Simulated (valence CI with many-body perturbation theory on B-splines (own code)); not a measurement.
The numbers below are computed, except where a source is named.
**Energy levels of I XLVII**

Level of theory: relativistic CI+MBPT: five valence electrons over a frozen Dirac-Fock core [He], a basis of 9 s, 9 p, 8 d, 6 f, 3 g, 1 h functions for each j, with the one-electron correlation potential Σ1, the two-electron term Σ2, the three-electron term Σ3, Breit, model QED; selected CI, second order for the rest (own B-spline code, finite nucleus).

The last digits are not significant, and no measured levels were compared; by estimate large intervals hold to a few tenths of a per cent, small ones and those within an open d or f shell to about a per cent. Among the levels kept, up to 1300 cm⁻¹ of a level comes from second order outside the variational space, and about a tenth of that is noise between levels of different J, which matters for small intervals.

Levels 46 to 78 of 78, with energies above the lowest level, (2s^2 2p1/2^2 2p3/2) J=3/2. "Leading %" is the weight of the configuration and term that name the level; weights of strongly mixed levels are sums over their largest components and can fall short. In the jj column 3d3/2^4 stands for four electrons in 3d with j = 3/2.

```tsv
No.	Configuration	Term	J	E (eV)	Leading %	g	Leading jj	Second component
46	2s2p³3s	²P°	3/2	4951.4	32	1.369	2s 2p1/2^2 2p3/2 3s (96 %)	20 % 2s2p³3s ²D°
47	2s²2p²3d	²D	3/2	4955.1	28	1.261	2s^2 2p1/2 2p3/2 3d3/2 (43 %)	23 % 2s²2p²3d ⁴D
48	2s²2p²3d	⁴P	5/2	4956.2	20	1.325	2s 2p1/2^2 2p3/2 3p1/2 (49 %)	10 % 2s2p³3p ⁶P
49	2s²2p²3d	⁴P	1/2	4959.7	36	1.752	2s^2 2p1/2 2p3/2 3d3/2 (96 %)	31 % 2s²2p²3d ²P
50	2s²2p²3d	⁴P	3/2	4962.7	42	1.425	2s^2 2p1/2 2p3/2 3d5/2 (68 %)	34 % 2s²2p²3d ²P
51	2s²2p²3d	²G	9/2	4964.0	61	1.186	2s^2 2p1/2 2p3/2 3d5/2 (99 %)	39 % 2s²2p²3d ⁴F
52	2s²2p²3d	²F	5/2	4965.3	32	1.160	2s^2 2p1/2 2p3/2 3d5/2 (67 %)	32 % 2s²2p²3d ⁴D
53	2s²2p²3d	²D	5/2	4976.4	60	1.217	2s^2 2p1/2 2p3/2 3d5/2 (90 %)	19 % 2s²2p²3d ⁴P
54	2s²2p²3d	²F	7/2	4982.6	64	1.112	2s^2 2p1/2 2p3/2 3d5/2 (94 %)	19 % 2s²2p²3d ²G
55	2s²2p²3d	²D	3/2	4984.8	60	0.954	2s^2 2p1/2 2p3/2 3d5/2 (98 %)	28 % 2s²2p²3d ²P
56	2s²2p²3d	²P	1/2	4988.2	62	1.120	2s^2 2p1/2 2p3/2 3d5/2 (98 %)	32 % 2s²2p²3d ²S
57	2s2p³3p	²P	1/2	5010.2	33	1.150	2s 2p1/2^2 2p3/2 3p1/2 (94 %)	21 % 2s2p³3p ⁴D
58	2s2p³3p	²D	3/2	5011.4	31	0.948	2s 2p1/2^2 2p3/2 3p1/2 (96 %)	25 % 2s2p³3p ⁴F
59	2s²2p²3s	⁴P	5/2	5029.4	60	1.429	2s^2 2p3/2^2 3s (96 %)	37 % 2s²2p²3s ²D
60	2s²2p²3s	²P	3/2	5035.5	50	1.173	2s^2 2p3/2^2 3s (94 %)	35 % 2s²2p²3s ²D
61	2s2p³3p	⁴D	7/2	5039.0	45	1.473	2s 2p1/2^2 2p3/2 3p3/2 (96 %)	36 % 2s2p³3p ⁶P
62	2s2p³3p	⁴P	3/2	5046.1	34	1.555	2s 2p1/2^2 2p3/2 3p3/2 (94 %)	23 % 2s2p³3p ²P
63	2s2p³3p	⁴P	5/2	5057.5	37	1.444	2s 2p1/2^2 2p3/2 3p3/2 (95 %)	22 % 2s2p³3p ²D
64	2s2p³3p	⁴P	1/2	5061.2	35	1.615	2s 2p1/2^2 2p3/2 3p3/2 (94 %)	29 % 2s2p³3p ²P
65	2s²2p²3s	²S	1/2	5071.3	68	1.976	2s^2 2p3/2^2 3s (96 %)	18 % 2s²2p²3s ⁴P
66	2s2p³3p	²D	5/2	5104.0	28	1.245	2s 2p1/2^2 2p3/2 3p3/2 (98 %)	17 % 2s2p³3p ⁴P
67	2s²2p²3p	²P°	3/2	5104.2	25	1.431	2s^2 2p3/2^2 3p1/2 (95 %)	23 % 2s²2p²3p ⁴P°
68	2s2p³3d	⁶D°	5/2	5106.4	16	1.258	2s 2p1/2^2 2p3/2 3d3/2 (60 %)	13 % 2s2p³3d ⁴D°
69	2s²2p²3p	²D°	5/2	5108.4	19	1.229	2s^2 2p3/2^2 3p1/2 (61 %)	15 % 2s²2p²3p ²F°
70	2s2p³3d	⁶D°	3/2	5110.1	32	1.440	2s 2p1/2^2 2p3/2 3d3/2 (95 %)	19 % 2s2p³3d ⁴P°
71	2s2p³3d	⁶D°	7/2	5111.2	26	1.311	2s 2p1/2^2 2p3/2 3d3/2 (83 %)	23 % 2s2p³3d ⁴F°
72	2s2p³3d	⁴P°	1/2	5111.5	43	2.470	2s 2p1/2^2 2p3/2 3d3/2 (96 %)	36 % 2s2p³3d ⁶D°
73	2s2p³3p	²P	3/2	5114.0	29	1.214	2s 2p1/2^2 2p3/2 3p3/2 (97 %)	17 % 2s2p³3p ⁴D
74	2s2p³3p	⁴P	1/2	5117.8	45	1.799	2s 2p1/2^2 2p3/2 3p3/2 (97 %)	15 % 2s2p³3p ²S
75	2s2p³3d	⁴F°	9/2	5128.5	46	1.368	2s 2p1/2^2 2p3/2 3d5/2 (97 %)	36 % 2s2p³3d ⁶D°
76	2s²2p²3p	²P°	1/2	5144.7	73	0.678	2s^2 2p3/2^2 3p1/2 (94 %)	16 % 2s²2p²3p ⁴D°
77	2s2p³3d	⁴D°	5/2	5145.4	33	1.344	2s 2p1/2^2 2p3/2 3d5/2 (95 %)	20 % 2s2p³3d ²D°
78	2s2p³3d	⁴D°	3/2	5147.5	29	1.078	2s 2p1/2^2 2p3/2 3d5/2 (74 %)	14 % 2s2p³3d ²D°
```
